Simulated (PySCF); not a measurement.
Exercise with solution: chemical shift, span and skew from a shielding tensor

CH8OSi2, SMILES [SiH3]O[SiH2]C. Atoms are numbered in the order given.

```xyz
12

Si     1.7824     0.6339     0.8038
O      0.2523     0.1949     0.3539
Si    -0.6891    -0.4949    -0.8307
C     -2.4675    -0.4676    -0.2748
H      2.6760    -0.5633     0.8639
H      2.3562     1.6112    -0.1713
H      1.7153     1.2656     2.1519
H     -0.5208     0.2745    -2.1035
H     -0.2307    -1.8997    -1.0678
H     -3.1179    -0.9208    -1.0395
H     -2.5916    -1.0320     0.6619
H     -2.8062     0.5652    -0.1020
```

Geometry optimised at PBE0-D3(BJ)/def2-SVP. Other conformers were not sampled.

GIAO shieldings from KT2/pcSseg-1 in PySCF, non-relativistic, no solvent. The symmetric part of the tensor of C4 has the principal values 169.9, 187.5, 194.0 ppm. The same nucleus in TMS has σ = 185.1 ppm at this level (PySCF, at its B3LYP-D3(BJ)/def2-TZVP geometry).

Question: Work out the isotropic shielding, the ¹³C shift against TMS, the span and the skew.

Answer: 
σ(iso) = (σ11 + σ22 + σ33)/3 = 183.8 ppm. δ = σ(ref) − σ(iso) = 185.1 − (183.8) = 1.3 ppm.
Span Ω = σ33 − σ11 = 24.1 ppm. Skew κ = 3(σ(iso) − σ22)/Ω = -0.46. Tumbling in solution averages the tensor to δ; in a static solid the shielding alone would spread this spin-1/2 line over Ω.
